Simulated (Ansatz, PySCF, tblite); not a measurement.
Potential energy surface of H4N (cation, charge +1), singlet: flattening of a tetrahedron along the D2d path, bond length relaxed. Scanned: the two opposite H-N-H angles (109.47 = tetrahedral, 180 = square planar). Other coordinates (N-H bond length) were minimised at PBE0/def2-TZVP. Each profile is relative to its own lowest point.

| a / ° | A | B | C |
|---|---|---|---|
| 90 | 26.2 | 17.9 | 25.4 |
| 96.50 | 11.5 | 7.8 | 11.1 |
| 101.50 | 4.3 | 2.9 | 4.2 |
| 106.34 | 0.7 | 0.4 | 0.6 |
| 109.47 | 0.0 | 0.0 | 0.0 |
| 116.50 | 3.2 | 2.1 | 3.1 |
| 123 | 11.7 | 7.6 | 11.4 |
| 133 | 34.3 | 21.9 | 33.2 |
| 143 | 66.6 | 41.6 | 64.4 |
| 153 | 105.9 | 64.4 | 102.0 |
| 163 | 146.9 | 86.8 | 140.9 |
| 173 | 179.5 | 102.9 | 171.4 |
| 180 | — | 106.7 | — |

Energies in mEh.

Task: Assign the columns to these levels of theory: PySCF with CAM-B3LYP/def2-TZVP; CCSD on RHF/aug-cc-pVQZ, frozen core (Ansatz, a quantum-chemistry and plane-wave program); tblite with GFN2-xTB, 300 K electronic temperature.

Result: A is CCSD/aug-cc-pVQZ; B is GFN2-xTB; C is CAM-B3LYP.

A dash means that the run gave no value there, or that the column was ended at a point which the program doubted or which failed a test of continuity chosen for this set; such a test can also cut sound points.
